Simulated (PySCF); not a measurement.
H2MnO2, SMILES [OH][Mn][OH] (connectivity only; charge and spin as stated), neutral, multiplicity 6. Atoms are numbered in the order given.

```xyz
5

Mn     0.0000     0.0000     0.0145
O     -1.8250     0.0702    -0.0734
H     -2.5010    -0.4101     0.4053
O      1.8250    -0.0702    -0.0734
H      2.5010     0.4101     0.4053
```
Charge 0, spin multiplicity 6.

Geometry: B3LYP-D3(BJ)/def2-TZVP. The spin state was assumed, not searched. One conformer was computed; it need not be the lowest.

Calculation: PBE0/def2-TZVPD (PySCF).

Mulliken values depend strongly on the basis, most of all with diffuse functions as here. ESP charges are fitted to the potential on shells at 1.4 to 2.0 van der Waals radii. Atomic charges (e):

```csv
atom,meta-Löwdin,Mulliken,ESP fit,Mulliken spin
Mn1,1.32,1.07,0.88,4.98
O2,-0.99,-0.79,-0.79,0.00
H3,0.33,0.25,0.35,0.01
O4,-0.99,-0.79,-0.79,0.00
H5,0.33,0.25,0.35,0.01
```
